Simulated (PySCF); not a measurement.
Compound: ethylene sulfate, C2H4O4S.
Atom-mapped SMILES: `[O:1]=[S:2]1(=[O:3])[O:4][CH2:5][CH2:6][O:7]1` (hydrogens: H8, H9 on C5; H10, H11 on C6)

Cartesian coordinates in Å at the PBE0-D3(BJ)/def2-SVP level; atoms count from 1:
```
atom  x, y, z in Å
O1     1.3041   -1.6480    1.6779
S2     1.3036   -1.1689    0.3237
O3     2.2517   -1.6358   -0.6468
O4     1.2875    0.4644    0.3731
C5     0.1501    0.9902   -0.2964
C6    -0.9089   -0.0919   -0.1483
O7    -0.1875   -1.3009   -0.3307
H8     0.3948    1.1753   -1.3555
H9    -0.1242    1.9334    0.1935
H10   -1.6870   -0.0464   -0.9208
H11   -1.3722   -0.0758    0.8525
```

Linear response at PBE0/def2-SVPD (PySCF, frozen core in the response, non-relativistic).

Static isotropic polarisability: 54.66 au (8.10 Å³), principal values 48.0, 52.4, 63.6 au.

Q: What is the polarisability at 1064 nm and at the sodium D line?

A: 54.97 au at 1064 nm (+0.6 %), 55.68 au at 589.3 nm (+1.9 %). The rise at 589.3 nm is 3.33 times that at 1064 nm; a pure ω² law gives 3.26. The lowest singlet lies at 166 nm, shorter than both wavelengths.

Q: What is the isotropic C6 coefficient between two such molecules, C6 = (3/π)∫α(iω)² dω?

A: 1488 au (Eh·bohr⁶) by a ten-point quadrature over imaginary frequencies, which is 889 eV·Å⁶ or 85.8 J·nm⁶/mol.

Q: Which effective excitation energy ω̄ makes London's formula C6 = (3/4)α²ω̄ exact here?

A: ω̄ = 4·C6/(3α²) = 0.664 Eh = 18.1 eV. A one-pole form α(ω) = α/(1 − ω²/ω̄²) fitted to the 1064 nm value gives 15.6 eV. London's choice of the ionisation energy (11.20 eV, ΔSCF at the same level) gives C6 = 922 au, 38 % too low.

Q: The lowest 6 singlets have (eV, f): 7.46, 0.000; 7.54, 0.001; 8.02, 0.001; 8.20, 0.005; 8.38, 0.017; 8.54, 0.004. What share of the static polarisability do they carry in the sum over states α = Σ f/ω²?

A: 0.29 au, 0.5 % of α; the largest term, 0.18 au, is that of the state at 8.38 eV. Their oscillator strengths add up to 0.03. Higher states carry the rest.

Q: What molar refraction at the D line follows from R = (4π/3)·N_A·α′, with α′ the polarisability volume?

A: α′ = 8.25 Å³ gives R = 20.81 cm³/mol, for isolated, non-vibrating species.

Q: What does −C6/R⁶ come to at R = 10 Å between centres?

A: -86 J/mol. This is the leading, orientation-averaged term; C8 and higher terms are left out.

Q: What three-body coefficient follows from the one-pole estimate C9 = (3/4)·α·C6?

A: 61000 au. This is an estimate from the two numbers above, not a computed integral.

Cost: about 60 s of CPU time on one thread; the machine was shared, so the figure is rough. This is the whole response run at PBE0/def2-SVPD, SCF included.

One conformer stands for the species.
